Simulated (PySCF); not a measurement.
C₆H₁₂OSi.
SMILES: `[SiH]1(CC=CC1)OCC`

The closed-shell ground state was solved at several levels (PySCF, density fitting, gas phase, non-relativistic). One conformer (not necessarily the lowest) at the PBE0-D3(BJ)/def2-SVP geometry, without solvent, vibrations or thermal averaging.

```json
{"level": "PBE0/pcSseg-1", "basis functions": "203", "HOMO (eV)": "-7.04", "LUMO (eV)": "0.56", "gap (eV)": "7.60", "dipole (D)": "0.92"}
{"level": "B3LYP/def2-SVPD", "basis functions": "263", "HOMO (eV)": "-6.85", "LUMO (eV)": "0.22", "gap (eV)": "7.07", "dipole (D)": "0.81"}
```

(1) What might PBE/pcSseg-1 (203 basis functions) give for the same quantities?

(2) Over all these levels, which gives the widest orbital gap and which the narrowest?

(3) How far do the dipole and the HOMO energy spread over the levels?

## Answers

(1) HOMO -5.93 eV, LUMO -0.49 eV, gap 5.44 eV, dipole 0.83 D.

(2) PBE0/pcSseg-1 (global hybrid, 25 % exact exchange) has the widest, 7.60 eV, and PBE/pcSseg-1 (GGA) the narrowest, 5.44 eV. The two share the basis. From the narrowest to the widest the HOMO moves by -1.11 eV and the LUMO by +1.05 eV.

(3) The dipole runs from 0.81 to 0.92 D (mean 0.86 D) and the HOMO from -7.04 to -5.93 eV.
